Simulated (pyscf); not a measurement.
# `[F][Cu]`, singlet

Gas-phase minimum from PySCF at ωB97X-D3(BJ)/def2-SVP, one conformer. 

```xyz
2

F      1.3994    -2.1626    -0.4882
Cu     0.3998    -1.1330    -1.4984
```

Bonds (Å): F1–Cu2 1.755.

Properties at ωB97X-D3(BJ)/def2-SVP:

| Item | Value |
|---|---|
| Harmonic wavenumbers, unscaled | 625 cm⁻¹ |
| Zero-point energy | 0.9 kcal/mol |
| Rotational symmetry number | 1 |
| Entropy of this conformer at 298 K and 1 atm, rigid rotor and harmonic oscillator, modes under 100 cm⁻¹ raised to 100 | 226.3 J/(mol K) |
| Dipole moment | 5.37 D |

Single-point totals, which compare only within one level (frozen core for MP2 and CC):

| level | total energy (hartree) |
|---|---|
| ωB97X-D3(BJ)/def2-TZVP | -1740.37069 |
| PBE/def2-TZVP | -1740.06928 |
| r²SCAN/def2-TZVP | -1740.34655 |
| B3LYP-D3(BJ)/def2-TZVP | -1740.45636 |
| PBE0-D3(BJ)/def2-TZVP | -1740.06225 |
| M06-2X/def2-TZVP | -1740.32063 |
| ωB97M-D3(BJ)/def2-TZVP | -1740.45314 |
| HF/def2-TZVPP | -1738.41703 |
| MP2/def2-TZVPP | -1739.52370 |
| CCSD/def2-TZVPP | -1739.41171 |
| CCSD(T)/def2-TZVPP | -1739.43876 |

The CCSD(T) − MP2 part came from Ansatz, without density fitting, on the same reference. The frozen core leaves the outer d or s,p core shells of the metals and heavy elements correlated in the MP2 and CC values, and def2-TZVPP describes them poorly, so these totals are far from the basis limit.
